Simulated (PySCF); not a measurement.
# Correlation energy of Si (silicon, neutral)

[Ne] 3s2 3p1 3d1, one real determinant (an excited configuration). All numbers are calculated (PySCF 2.14, scalar relativity by spin-free X2C-1e, in dyall-acv3z (19s12p6d4f, 113 functions)). Frozen: 1s2; 12 electrons correlated; the 18 highest virtual orbitals of each spin left out.

MP2 pair energies summed by pair of shells (mhartree):

```tsv
pair	energy	share (%)
2p-2p	-192.04	54.5
2s-2p	-61.24	17.4
3s-3s	-23.30	6.6
2p-3s	-22.50	6.4
3s-3p	-18.90	5.4
3s-3d	-10.88	3.1
2s-2s	-9.78	2.8
2p-3p	-6.34	1.8
3p-3d	-2.94	0.8
2s-3s	-2.70	0.8
2s-3p	-0.97	0.3
2p-3d	-0.55	0.2
2s-3d	-0.05	0.0
```

Total MP2 correlation energy: -352.19 mhartree.

Same-spin part -89.30 and opposite-spin part -262.89 mhartree; SCS-MP2 scales them by 1/3 and 6/5 to -345.24 mhartree.

The reference is one real determinant that mixes LS terms of this configuration.
